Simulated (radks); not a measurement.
Species: C. Configuration: [He] 2s1 2p2 3s1 (not the ground configuration). Calculated with a radial shooting solver on a logarithmic mesh with Libxc functionals: Dirac Kohn-Sham, LDA (Slater exchange, VWN5 correlation), spin-unpolarised, spherical densities, point nucleus; open shells fill j = l - 1/2 first.

Normalised radial functions P(r) = r R(r) (large component), r in bohr:

r,1s1/2,2p1/2,2p3/2
0.032,0.7267,0.0068,0.0068
0.04101,0.8825,0.0109,0.0108
0.05255,1.0557,0.0173,0.0172
0.0668,1.2334,0.0268,0.0267
0.0856,1.4147,0.0418,0.0416
0.1097,1.5744,0.0641,0.0639
0.1395,1.6841,0.0955,0.0952
0.1787,1.7227,0.1413,0.1410
0.229,1.6598,0.2041,0.2037
0.2911,1.4909,0.2830,0.2825
0.3731,1.2165,0.3830,0.3825
0.4742,0.8934,0.4928,0.4923
0.6077,0.5619,0.6086,0.6081
0.7788,0.2940,0.7079,0.7075
0.99,0.1260,0.7649,0.7647
1.269,0.0393,0.7605,0.7604
1.626,0.0085,0.6810,0.6811
2.067,0.0012,0.5434,0.5436
2.648,0.0001,0.3718,0.3721
3.394,0.0000,0.2138,0.2141
4.314,0.0000,0.1030,0.1032
5.529,0.0000,0.0377,0.0378
7.028,0.0000,0.0104,0.0104
9.007,0.0000,0.0018,0.0018
11.54,0.0000,0.0002,0.0002
14.67,0.0000,0.0000,0.0000
18.8,0.0000,0.0000,0.0000

1s1/2: eigenvalue -280.44 eV, 0 radial nodes, <r> = 0.272 bohr, 90 % of the charge inside 0.489 bohr. 2p1/2: eigenvalue -11.880 eV, 0 radial nodes, <r> = 1.54 bohr, 90 % of the charge inside 2.59 bohr. 2p3/2 (empty): eigenvalue -11.869 eV, 0 radial nodes, <r> = 1.54 bohr, 90 % of the charge inside 2.59 bohr.
